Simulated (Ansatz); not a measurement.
Two isomers of C4H8BF: A = `C[C@@H](F)[C@@H]1BC1`, B = `C=C(C)B(C)F`.

Computed with Ansatz on PBE0-D4/def2-TZVP structures; ΔE is electronic, products minus reactants. CCSD(T)/CBS adds triple-zeta CCSD(T) − MP2 to the extrapolated MP2 energy (def2 sets, frozen cores). DFT in def2-TZVPP. B3LYP here is the variant with VWN-RPA as its local correlation; programs differ in this. Each species was taken in one conformer, which may not be the lowest.

Problem. Which is lower in electronic energy at CCSD(T)/CBS, and by how much? (Estimate.)

Solution. Ansatz gave: B, by 76.1 kcal/mol.

Problem. Give E(B) − E(A) in kcal/mol with CCSD(T)/def2-TZVPP, CCSD/def2-TZVPP, PBE-D4, B3LYP-D4, ωB97M-V, r2SCAN-D4, MP2/def2-TZVPP. (Estimate.)

Solution. Computed: CCSD(T)/def2-TZVPP -76.8, CCSD/def2-TZVPP -76.4, PBE-D4 -72.1, B3LYP-D4 -76.9, ωB97M-V -73.6, r2SCAN-D4 -73.8, MP2/def2-TZVPP -76.4. None reverses the order clearly.

Largest T1 diagnostic: 0.011.

In def2-TZVPP, CCSD(T) changes the Hartree–Fock value by +1.5 kcal/mol (the triples alone add −0.4 kcal/mol) and MP2 by +1.9 kcal/mol.
